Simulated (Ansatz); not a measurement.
A nudged elastic band was laid between two geometries of a periodic cell of 17 atoms, Al16Si (surface Al(111), adsorbate Si).

These are results of Ansatz, DFT LDA, scalar-relativistic, plane waves, PAW, not measurements. Settings: cutoff 420 eV, k mesh 4x4x1, gaussian smearing 0.05 eV, no spin polarisation.

| Property | Result |
| --- | --- |
| movable images | 5 |
| climbing image | yes |
| spring | 5.0 eV/Å² |
| optimiser | lbfgs |
| start path | IDPP |
| force threshold | 0.05 eV/Å |
| iteration limit | 80 |
| end points | relaxed |
| atoms held | 1 to 4 |

Initial state:

```xyz
17
Lattice="5.7276 0.0000 0.0000 2.8638 4.9602 0.0000 0.0000 0.0000 19.0148" Properties=species:S:1:pos:R:3
Al 0.000 0.000 1.000
Al 2.864 0.000 1.000
Al 1.432 2.480 1.000
Al 4.296 2.480 1.000
Al 1.412 0.836 3.262
Al 4.315 0.836 3.262
Al 2.864 3.306 3.287
Al 5.727 3.283 3.260
Al 0.000 1.651 5.507
Al 2.864 1.630 5.477
Al 1.414 4.139 5.473
Al 4.313 4.139 5.473
Al 0.000 -0.129 7.727
Al 2.864 0.002 7.742
Al 1.532 2.538 7.739
Al 4.195 2.538 7.738
Si 5.726 1.631 9.393
```

Final state:

Only the atoms that move by more than 0.05 Å are listed.
```
Al9 0.000 1.683 5.457
Al13 0.000 0.000 7.671
Al14 2.864 0.084 7.706
Al15 1.505 2.438 7.706
Al16 4.223 2.438 7.706
Si17 5.728 3.307 9.419
```

(1) Which bonds break or form, and what moves?

(2) Give the energies along the band, and the barrier.

(3) What is the geometry of the highest image?

Results:

(1) Contacts lost: Al13–Si17. Contacts made: Al14–Si17. The atom that moves furthest is Si17, by 1.68 Å; four of its nearest neighbours are Al13 2.42, Al16 2.43, Al15 2.43, Al14 3.68 Å at the first end and Al14 2.44, Al16 2.44, Al15 2.44, Al13 3.74 Å at the last.

(2) The forces met the threshold. The highest image is number 4 of 0 to 6, 0.176 eV above the first end and 0.052 eV above the last; the last end lies 0.123 eV above the first. By the program's own check the climbing image is a first-order saddle point (lowest curvatures found: -0.97 and 0.14 eV/Å²). Limits of this set-up: coarse k mesh, thin slab, slab without dipole correction.

```tsv
image	path coordinate (Å)	energy (eV)	Al13–Si17 (Å)	Al14–Si17 (Å)
0	0.00	0.000	2.42	3.68
1	0.32	0.017	2.47	3.50
2	0.64	0.079	2.57	3.15
3	0.96	0.140	2.77	2.83
4	1.29	0.176	3.08	2.63
5	1.63	0.146	3.44	2.51
6	1.97	0.123	3.74	2.44
```

(3) 
```xyz
17
Lattice="5.7276 0.0000 0.0000 2.8638 4.9602 0.0000 0.0000 0.0000 19.0148" Properties=species:S:1:pos:R:3:forces:R:3
Al 0.000 0.000 1.000 0.00 0.05 0.05
Al 2.864 0.000 1.000 0.00 -0.18 0.07
Al 1.432 2.480 1.000 -0.18 0.07 -0.06
Al 4.296 2.480 1.000 0.19 0.07 -0.06
Al 1.427 0.848 3.250 0.00 0.00 0.00
Al 4.302 0.848 3.250 0.00 0.00 0.00
Al 2.865 3.304 3.270 0.00 0.00 0.00
Al 5.728 3.298 3.255 0.00 0.00 0.00
Al 0.001 1.694 5.469 0.00 0.00 0.00
Al 2.865 1.660 5.426 0.00 0.00 0.00
Al 1.407 4.170 5.496 0.00 0.00 0.00
Al 4.323 4.170 5.496 0.00 0.00 0.00
Al 0.001 0.122 7.775 0.00 0.00 0.00
Al 2.865 -0.129 7.824 0.00 0.00 0.00
Al 1.600 2.455 7.661 0.00 0.00 0.00
Al 4.129 2.453 7.662 0.00 0.00 0.00
Si 5.728 2.729 9.410 0.00 0.00 0.00
```

The run took 5.4 min on 2 threads of Intel(R) Xeon(R) 6975P-C (Granite Rapids), with other jobs on the host, peak memory 1.5 GiB.
